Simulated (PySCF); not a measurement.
H4N, SMILES [NH4+], charge +1.

Geometry: B3LYP-D3(BJ)/def2-TZVPD.

Two levels are set side by side: PBE/def2-TZVPD (PySCF) and M06-2X/def2-TZVPD (PySCF). Same geometry, gas phase. Differences are taken from unrounded values.

| quantity | M06-2X |
|---|---|
| orbital gap (eV) | 18.75 |
| highest occupied level (eV) | -24.36 |
| lowest empty level (eV) | -5.62 |
| mean polarisability (bohr³) | 9.1 |

Task: What does PBE give, and how far is it from M06-2X? (Estimate from the structure and the level; the computed values follow.)

Result: 
```csv
quantity,PBE,PBE minus M06-2X
orbital gap (eV),14.14,-4.61
highest occupied level (eV),-21.01,3.35
lowest empty level (eV),-6.87,-1.26
mean polarisability (bohr³),9.2,0.1
```

PBE's occupied levels lie high since its potential decays too fast outside the molecule; exact exchange lowers them and widens the gap. Differences between two approximate levels are no errors against the true value.

Rough cost on one machine, each run with all the roots and properties that it gave: M06-2X against PBE about 5 times.
